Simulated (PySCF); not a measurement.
Vertical excitations of a molecule C5H4F2 from TDA-PBE/def2-SVPD run with PySCF, as energy in eV (oscillator strength): 5.69 (0.000), 5.76 (0.017), 6.32 (0.000), 6.36 (0.064), 6.75 (0.000), 6.79 (0.000), 6.91 (0.019), 6.94 (0.000), 7.59 (0.002), 7.67 (0.033). Lowest triplet (TDA): 4.42 eV. Geometry: PBE0-D3(BJ)/def2-SVP. One conformer was computed; it need not be the lowest.

Task: Pick the molecule that these values belong to.
A) FC1=CCC=C1F
B) C#CC(F)(F)C=C
C) C=C=C/C(F)=C\F
D) FC1=C[C@H](F)C=C1

Result: B, C#CC(F)(F)C=C
